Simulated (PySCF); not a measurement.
Below is a simulated gas-phase C 1s photoelectron spectrum of `C[As]1CCCC1`.

Every computed line was given a Gaussian of 0.7 eV full width at half maximum and an area set by the number of equivalent atoms; the highest printed point is 100. Method: PySCF, delta-SCF UKS SCAN, pcX-2 on the ionised atom, pcseg-1 elsewhere, spin-free X2C.

binding energy (eV), intensity and a bar:
```
    289.0          0 
    289.1          1 
    289.2          2 #
    289.3          5 #
    289.4         10 ###
    289.5         19 ######
    289.6         32 ##########
    289.7         48 ###############
    289.8         66 ####################
    289.9         83 #########################
    290.0         94 ############################
    290.1        100 ##############################
    290.2         99 ##############################
    290.3         94 ############################
    290.4         84 #########################
    290.5         72 ######################
    290.6         58 #################
    290.7         43 #############
    290.8         30 #########
    290.9         18 #####
    291.0         10 ###
    291.1          5 ##
    291.2          2 #
    291.3          1 
    291.4          0 
    291.5          0
```

Task: Count the maxima, the lines and the sites behind this envelope.

Result: The curve has 1 maximum (at 290.1 eV). Under it lie 3 lines from 3 inequivalent carbon sites. At this width some lines have no maximum of their own.

Task: Decompose the envelope and assign each component. Numbering: `[CH3:1][As:2]1[CH2:3][CH2:4][CH2:5][CH2:6]1`.

Result: 
| position (eV) | relative area | line | atoms | environment |
| --- | --- | --- | --- | --- |
| 289.98 | 2 | C 1s | C3/C6 | ring CH2 carbon |
| 290.05 | 1 | C 1s | C1 | methyl carbon |
| 290.46 | 2 | C 1s | C4/C5 | ring CH2 carbon |

Task: What are the centre and the root-mean-square width of the whole band?

Result: The area-weighted mean of the lines is 290.19 eV. Their own spread about it is 0.22 eV (rms) and each Gaussian has σ = 0.7/2.355 = 0.30 eV; the variances add, which gives 0.37 eV.

The listed C 1s values span 0.48 eV, from C3/C6 (bonded to C, 2 H and As) to C4/C5 (bonded to 2 C and 2 H). The widest gap between neighbouring values is 0.41 eV, between 290.05 and 290.46 eV.

No satellites, vibrations or lifetime broadening are included. Topologically equivalent atoms share the value of their first member; where this conformer doesn't relate them by symmetry, their own values could differ. Isolated species at its PBE0-D3(BJ)/def2-SVP geometry (one conformer only).
